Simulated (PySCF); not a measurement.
EPR parameters of C4H2ClO3

C₄H₂ClO₃ (doublet state).
Z-matrix (Å and degrees, GFN2-xTB geometry), rows numbered from 1:
```
C 
C   1  1.3565
O   2  1.3848  1  122.95
C   3  1.3445  2  109.42  1   180.00
O   4  1.1833  3  126.22  2  -179.97
O   4  1.3677  3  109.15  2    -0.02
C   6  1.3630  4  107.24  3     0.02
Cl  7  1.6728  2  130.96  1     0.04
H   1  1.0714  2  119.88  3  -179.97
H   1  1.0713  2  120.30  3     0.01
```

The hyperfine couplings belong to this conformer and change with its torsions.

The species is `[CH2]c1oc(=O)oc1Cl` [radical].

Method: UKS B3LYP, pcH-1 on C Cl H O, non-relativistic, mean-field spin-orbit, GIAO (PySCF). Geometry: GFN2-xTB; no solvent, vibrations or thermal averaging. A GFN2-xTB geometry isn't a minimum of the functional, and hyperfine couplings can be far from their values at a DFT geometry. No stability test was run, so a lower SCF solution isn't excluded. ⟨S²⟩ is 0.773 where a pure state has 0.75.

| Property | Result |
| --- | --- |
| g1, g2, g3 | 2.00170, 2.00464, 2.00527 |
| g_iso | 2.00387 |
| Form of g | rhombic: the two nearest values differ by 17 % of g3 − g1 |
| ⟨S²⟩ | 0.7733 (exact 0.7500) |
| α and β electrons | 34, 33 |
| HOMO–LUMO gap, α and β orbitals | 5.97, 4.78 eV |
| Basis functions | 230 |

Hyperfine couplings atom by atom, in mT; T1 to T3 are the principal values of the dipolar part (MHz turned into mT with g_iso):

```tsv
atom	isotope	a_iso	of which spin–orbit	T1	T2	T3	Mulliken spin population
C1	13C	1.68	0.00	-1.64	-1.59	3.23	0.60
C2	13C	-1.83	0.00	-0.98	0.38	0.60	-0.21
O3	17O	0.12	0.00	-0.15	-0.10	0.25	-0.01
C4	13C	-0.09	0.00	-0.05	-0.01	0.06	0.00
O5	17O	-0.05	0.00	-0.25	0.11	0.14	0.02
O6	17O	-0.39	0.00	-1.17	0.55	0.62	0.05
C7	13C	2.54	0.01	-2.01	-1.99	4.00	0.55
Cl8	35Cl	0.13	-0.01	-0.71	-0.40	1.10	0.05
H9	1H	-1.28	0.00	-0.69	-0.05	0.74	-0.03
H10	1H	-1.35	0.00	-0.79	-0.01	0.81	-0.03
```

Largest spin populations (Mulliken): C1 (+0.60), C7 (+0.55) and C2 (-0.21). The positive populations add up to 1.28 and the negative ones to -0.28, together 2S = 1. The angles at C1 add up to 360.0°, so it is planar.

Axes: g1 is normal to the molecular plane, g2 points within 12° of the C1–H10 bond and g3 points within 4° of the O6–C7 bond.

Under fast tumbling the dipolar parts average out, and these isotropic splittings remain: 1 × 1H (H10, I = 1/2, 2 lines) with 1.35 mT, 1 × 1H (H9, I = 1/2, 2 lines) with 1.28 mT and 1 × 35Cl (Cl8, I = 3/2, 4 lines) with 0.13 mT.

H9 and H10 aren't averaged: C1 is flat or nearly so (angle sum 360°), and its turn about the short C1–C2 bond (1.36 Å) is taken as slow.

Main isotope only: 35Cl (natural samples also hold 24 % 37Cl, magnetic too, which adds its own pattern).

The 17O coupling of O6 (-11.1 MHz) shows only in satellite lines or after enrichment, since that isotope makes up about 0.038 % of natural oxygen.

The 13C coupling of C7 (71.4 MHz) shows only in satellite lines or after enrichment, since that isotope makes up about 1.07 % of natural carbon.
